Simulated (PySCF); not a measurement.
1-bromo-2,2-dichloro-1-fluoroethene (C2BrCl2F), SMILES FC(Br)=C(Cl)Cl. Atoms are numbered in the order given.

```xyz
6

F      1.9580    -0.0705     0.0000
C      0.6444    -0.1221     0.0000
Br    -0.0532    -1.8450     0.0000
C     -0.0933     1.0011     0.0000
Cl     0.6805     2.5318     0.0000
Cl    -1.8021     0.9939     0.0000
```
Charge 0, spin multiplicity 1.

Geometry: PBE0-D3(BJ)/def2-SVP.

All values below come from PySCF with HF/pcSseg-1.

GIAO shieldings, no solvent; atoms listed in one row are averaged. δ = σ(ref) − σ: ¹⁹F against CFCl3 (σ = 238.5 ppm); ¹³C against TMS (σ = 192.6 ppm); ³⁵Cl against HCl (σ = 958.2 ppm), references at their B3LYP-D3(BJ)/def2-TZVP geometries, non-relativistic (without spin–orbit terms, shifts of atoms bonded to Cl or Br come out too high).

```tsv
nucleus	atoms	count	δ (ppm)
¹⁹F	F1	1	-63.4
¹³C	C2	1	160.2
¹³C	C4	1	130.4
³⁵Cl	Cl5	1	216.8
³⁵Cl	Cl6	1	206.2
```
